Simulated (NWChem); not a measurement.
## IF (iodine monofluoride): the vertical ionisation energy from total energies

IF: 2 atoms, total charge 0, spin state singlet. SMILES: `FI`. Geometry: the measured bond length.

```xyz
2

F     0.0000    0.0000    0.0000
I     0.0000    0.0000    1.9098
```

Both states at this one shape; open shells run unrestricted unless said. 1 Eh = 27.2114 eV.

```
                                                    level  program  singlet IF (Eh)  doublet IF+ (Eh)
CCSD/SBKJC-VDZ (core potential), all electrons correlated   NWChem       -35.135443        -34.751256
     CCSD/LANL2DZ (core potential), 1 core orbital frozen   NWChem      -110.701233       -110.317328
                CCSD/DGauss-DZVP, 19 core orbitals frozen   NWChem     -7016.810705      -7016.422388
                  CCSD/jorge-DZP, 19 core orbitals frozen   NWChem     -7011.954834      -7011.574026
```

Question: Work out the vertical ionisation energy at each level.

Answer: 
1. CCSD/SBKJC-VDZ (core potential): -34.751256 − (-35.135443) = 0.384187 Eh = 10.45 eV.
2. CCSD/LANL2DZ (core potential): -110.317328 − (-110.701233) = 0.383905 Eh = 10.45 eV.
3. CCSD/DGauss-DZVP: -7016.422388 − (-7016.810705) = 0.388317 Eh = 10.57 eV.
4. CCSD/jorge-DZP: -7011.574026 − (-7011.954834) = 0.380808 Eh = 10.36 eV.

No measured value is set beside it here; the levels span 10.36 to 10.57 eV. Spin-orbit coupling, which splits open shells on such heavy atoms by tenths of an eV, is left out. All-electron rows are non-relativistic unless named. The second state is spin-contaminated at CCSD/SBKJC-VDZ (core potential) (⟨S²⟩ = 0.86).
